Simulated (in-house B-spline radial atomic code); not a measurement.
Ionising Nb with different functionals

Computed with a radial B-spline atomic code at the basis-set limit: non-relativistic Hamiltonian, point nucleus, spin-polarised at highest spin, spherical fractional occupations for the functionals, and exact exchange of hybrids averaged over the configuration. The ionisation energy is the difference of two self-consistent energies, [Kr] 4d4 5s1 → [Kr] 4d4, without Breit or QED terms; ε is the level of the shell that loses the electron (its least bound occupied spin orbital). There is no spin-orbit coupling in this Hamiltonian.

```
   method                    rung  ΔSCF (eV)  -ε(5s) (eV)
     PBE0           global hybrid       6.55         4.69
    B3LYP           global hybrid       6.61         4.54
    TPSSh           global hybrid       6.53         4.31
   M06-2X           global hybrid       6.25         5.18
BHandHLYP           global hybrid       6.17         4.97
  r2SCAN0           global hybrid       6.60         4.91
    B97-1           global hybrid          ?            ?
    HSE06  range-separated hybrid       6.60         4.33
    wB97X  range-separated hybrid       5.90         5.87
CAM-B3LYP  range-separated hybrid       6.38         5.47
  LC-wPBE  range-separated hybrid          ?            ?
```

(1) What does B97-1 give?

(2) What does LC-wPBE give?

(3) Among the functionals, which spreads more, the ΔSCF values or the orbital energies?

(4) How do they compare with the NIST value?

Answers

(1) ΔSCF 6.31 eV, and -ε(5s) = 4.39 eV.

(2) ΔSCF 6.17 eV, and -ε(5s) = 6.32 eV.

(3) The orbital energies: ΔSCF values span about 0.71 eV and the orbital energies 2.01 eV.

(4) NIST lists 6.759 eV (measured, ground level to ground level). Errors run from -0.86 to -0.15 eV; B3LYP is closest (-0.15 eV), but part of that can be cancellation, since the calculations leave out relativity, Breit-QED terms, multiplet and fine-structure energies.
